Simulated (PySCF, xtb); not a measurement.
C3H7BO3, SMILES OB1[C@H](O)CCO1. Other conformers were not sampled.

Harmonic wavenumbers (cm⁻¹) from GFN2-xTB (xtb 6.7.1) at its own minimum, in rising order: 97, 168, 209, 257, 324, 410, 499, 578, 617, 632, 717, 863, 909, 964, 998, 1053, 1070, 1094, 1141, 1160, 1192, 1198, 1248, 1286, 1311, 1342, 1362, 1473, 1485, 2914, 2920, 2953, 2981, 3024, 3568, 3601.

### Question
What does PBE-D3(BJ)/def2-SVP run with PySCF give at its own minimum? (Estimate from the structure and the level; the computed values follow.)

### Answer
112, 169, 215, 241, 343, 416, 503, 549, 618, 633, 742, 839, 910, 934, 965, 1023, 1050, 1100, 1136, 1185, 1201, 1229, 1248, 1309, 1321, 1380, 1420, 1439, 1473, 2831, 2960, 2984, 3033, 3046, 3708, 3719. Paired by order, the mean absolute difference is 28 cm⁻¹ and the zero-point energies are 68.1 and 68.6 kcal/mol.
